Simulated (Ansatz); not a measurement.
Ag3H4. Total charge 0; doublet. Geometry PBE0-D4/def2-TZVP, basis def2-TZVP, Ansatz.

```xyz
7

Ag    1.3923   -1.9977    0.9165
Ag   -0.1332    0.0489   -0.0592
Ag    2.3018    0.6435    1.0294
H    -0.2705   -1.7300    0.0942
H     0.8479    1.5182    0.2327
H    -1.9471    1.1166   -1.0894
H    -2.1912    0.4004   -1.1241
```

```json
{"run": "A", "HOMO (eV)": "-5.92", "LUMO (eV)": "0.67"}
{"run": "B", "HOMO (eV)": "-4.77", "LUMO (eV)": "-2.43"}
{"run": "C", "HOMO (eV)": "-4.20", "LUMO (eV)": "-3.25"}
{"run": "D", "HOMO (eV)": "-4.07", "LUMO (eV)": "-3.57"}
{"run": "E", "HOMO (eV)": "-4.61", "LUMO (eV)": "-2.60"}
```

In the def2 sets Ag takes a core potential; there is no spin–orbit coupling. In the doublet, H6 and H7 lie 0.76 Å apart (atoms count from 1), so H2 has formed as a molecule. Another isomer (doublet) lies 0.03 eV lower at PBE0-D4/def2-TZVP; other spin states weren't run for this one.

HOMO and LUMO are taken over both spins.

The runs used HF, PBE, PBE0, r2SCAN, r2SCAN0. Estimate which is which.

A HF (100 % exact exchange); B r2SCAN0 (25 % exact exchange); C r2SCAN (0 % exact exchange); D PBE (0 % exact exchange); E PBE0 (25 % exact exchange). Exact exchange lowers occupied and raises empty levels; among semilocal functionals meta-GGAs tend to open the gap a little, and such runs are hard to tell apart. The gap grows from 0.51 eV (PBE) to 6.59 eV (HF).
